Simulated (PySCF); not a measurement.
How methods differ on the ionisation energy of Er²⁺

Er²⁺ [Xe] 4f12 [4f5/2^6 4f7/2^6, M_J = 6] → Er³⁺ [Xe] 4f11 [4f5/2^6 4f7/2^5, M_J = 15/2], as a difference of total energies. Computed with PySCF 2.14 in x2c-TZVPPall-2c, with the two-component X2C-1e Hamiltonian. Correlated levels: [Ar] 3d10 frozen; the 18 highest virtual spinors dropped. "Screened" scales the spin-orbit matrix elements by Boettger's factors to mimic the two-electron term; Breit and QED terms are absent.

Task: Order these methods by the ionisation energy they give, lowest first.
A. GMP2 (spin-free)
B. GHF (spin-free)
C. GHF (screened spin-orbit)
D. GMP2 (screened spin-orbit)

Result: C (17.887 eV), B (18.207 eV), D (23.687 eV), A (24.001 eV).

The spin-free rows relax to the high-spin LS determinant and lack the spin-orbit shift.

The labels give the starting determinants; with spin-orbit coupling the two ends relaxed to ⟨J²⟩ = 42.01, ⟨L²⟩ = 30.18, ⟨S²⟩ = 2.08 and ⟨J²⟩ = 63.76, ⟨L²⟩ = 42.44, ⟨S²⟩ = 3.77.

For comparison: 22.7 ± 0.03 eV (semi-empirical (NIST evaluation); NIST Atomic Spectra Database, ionization energies).
